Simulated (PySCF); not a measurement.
All values below come from PBE-D3(BJ)/def2-TZVP // PBE0-D3(BJ)/def2-TZVP (PySCF 2.14.0). Isolated molecules, 0 K electronic values unless said otherwise. 

Reference species (SMILES): `FC1=C[SiH2]C=C1` (neutral, multiplicity 1).

S1 oscillator strength: 0.064
LUMO: -2.53 eV
HOMO: -5.94 eV

Changed species: `C1(F)=CC=C[SiH2]1`.

What does the change do to the S1 oscillator strength, LUMO and HOMO?

the S1 oscillator strength rises by 0.013, to 0.077; the LUMO rises by 0.04 eV, to -2.49 eV; the HOMO rises by 0.28 eV, to -5.66 eV.
